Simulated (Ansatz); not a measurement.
One change: `N[Si]1(F)C=N1` becomes `N[SiH]1C=N1`.

Ansatz, PBE0-D4/def2-TZVP geometries, multiplicity 1. Each molecule was computed in one conformer, which needn't be the lowest.

| property | `N[Si]1(F)C=N1` |
| --- | --- |
| size of the dipole moment (ωB97M-V/def2-TZVPP) / D | 3.08 |
| HOMO–LUMO gap (PBE0/def2-TZVPP) / eV | 5.58 |
| HOMO–LUMO gap (PBE/def2-TZVPP) / eV | 3.06 |
| HOMO energy (ωB97M-V/def2-TZVPP) / eV | -8.66 |
| LUMO energy (PBE/def2-TZVPP) / eV | -2.00 |
| ideal-gas entropy at 298 K and 1 bar (rigid rotor, harmonic PBE0-D4/def2-TZVP) / J/(mol·K) | 321 |

Question: Give the same properties after the change, and the shifts. (An estimate is asked.)

Answer: The calculation gave: 
```csv
property,`N[SiH]1C=N1`,shift
size of the dipole moment (ωB97M-V/def2-TZVPP) / D,2.72,-0.36
HOMO–LUMO gap (PBE0/def2-TZVPP) / eV,5.55,-0.03
HOMO–LUMO gap (PBE/def2-TZVPP) / eV,3.12,0.06
HOMO energy (ωB97M-V/def2-TZVPP) / eV,-8.35,0.31
LUMO energy (PBE/def2-TZVPP) / eV,-1.76,0.24
"ideal-gas entropy at 298 K and 1 bar (rigid rotor, harmonic PBE0-D4/def2-TZVP) / J/(mol·K)",299,-22
```

Dipoles are sizes alone; their direction can turn.
